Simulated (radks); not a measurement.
Q: The mean radii <r> (bohr) of the occupied orbitals of an atom or ion are listed with their occupations. Method: scalar-relativistic Kohn-Sham, SCAN, spin-polarised, spherical densities, finite nucleus; meta-GGA in the generalised Kohn-Sham scheme; Fermi nuclear charge, rms radius of each element as measured or else 0.836 A^(1/3) + 0.57 fm; computed with a radial shooting solver on a logarithmic mesh with Libxc functionals.

orbital  occ.      <r>
1s          2  0.03183
2s          2   0.1355
2p          6   0.1178

Name the element and its charge. Open shells, if any, are filled with parallel spins first.

A: Z = 46, palladium, charge +36: Pd36+ in [Ne]. The 1s radius gives Z: for a bare nucleus <r> = (2 gamma + 1)/(2Z) with gamma = sqrt(1 - (Z/c)^2), 0.03135 bohr for Z = 46, and screening makes it slightly larger (0.03183 here). The occupations add up to 10, and the charge is Z minus that.
